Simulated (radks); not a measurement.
Values are calculated unless marked as measured or tabulated.
Isoelectronic series with 4 electrons, each ion in its NIST ground configuration. Code: a radial shooting solver on a logarithmic mesh with Libxc functionals. Model: Dirac Kohn-Sham, BLYP, spin-unpolarised, spherical densities, finite nucleus; Fermi nuclear charge, rms radius of each element as measured or else 0.836 A^(1/3) + 0.57 fm. Total energies (hartree) and mean radii <r> (bohr):

ion,configuration,E (hartree),2s1/2,1s1/2
Be,[He] 2s2,-14.66446,2.605,0.4209
C2+,[He] 2s2,-36.53124,1.362,0.2701
O4+,[He] 2s2,-68.42866,0.9312,0.1986
Ne6+,[He] 2s2,-110.37483,0.7085,0.1570
Mg8+,[He] 2s2,-162.39833,0.5719,0.1297
Si10+,[He] 2s2,-224.53505,0.4794,0.1104
S12+,[He] 2s2,-296.82799,0.4125,0.09614
Ar14+,[He] 2s2,-379.32736,0.3619,0.08507
Ca16+,[He] 2s2,-472.09085,0.3222,0.07626
